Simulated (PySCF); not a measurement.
YbH: energy against distance

Set-up: basis Yb x2c-SVPall, H x2c-SVPall; spin-free X2C with a Gaussian nucleus; PySCF 2.14. Energies in eV from Yb (4f14 6s2) + H in their ground configurations at the same level. State: doublet, about 13.9 electrons in the 4f shell (Mulliken).

```json
{"R (Å)": "1.767", "r²SCAN": "-1.566", "PBE": "-1.295"}
{"R (Å)": "1.849", "r²SCAN": "-1.707", "PBE": "-1.443"}
{"R (Å)": "1.932", "r²SCAN": "-1.780", "PBE": "-1.524"}
{"R (Å)": "1.993", "r²SCAN": "-1.800", "PBE": "-1.549"}
{"R (Å)": "2.055", "r²SCAN": "-1.795", "PBE": "-1.551"}
{"R (Å)": "2.117", "r²SCAN": "-1.771", "PBE": "-1.533"}
{"R (Å)": "2.199", "r²SCAN": "-1.716", "PBE": "-1.486"}
{"R (Å)": "2.302", "r²SCAN": "-1.618", "PBE": "-1.401"}
{"R (Å)": "2.425", "r²SCAN": "-1.476", "PBE": "-1.273"}
{"R (Å)": "2.589", "r²SCAN": "-1.268", "PBE": "-1.084"}
```

Task: Put a parabola through the three lowest points of the r²SCAN curve and estimate Re, k and ωe (reduced mass 1.002 u; 1 eV/Å² = 0.16022 mdyn/Å; ωe = 1302.8·√(k/μ) cm⁻¹).

Result: Through R = 1.932, 1.993, 2.055 Å the second-order coefficient is 3.32 eV/Å², so Re ≈ 2.012 Å, k ≈ 1.06 mdyn/Å and ωe ≈ 1343 cm⁻¹. A polynomial fit of higher order to the unrounded r²SCAN energies gives Re = 2.011 Å, k = 0.954 mdyn/Å, ωe = 1271 cm⁻¹; anharmonicity and rounding make the difference.

The higher-order fit for each curve: r²SCAN: Re = 2.011 Å, ωe = 1271 cm⁻¹, De = 1.80 eV; PBE: Re = 2.028 Å, ωe = 1226 cm⁻¹, De = 1.55 eV.

Spin–orbit coupling is left out. With d or f electrons several states lie close, and the lowest PBE0 determinant need not be the measured ground state.
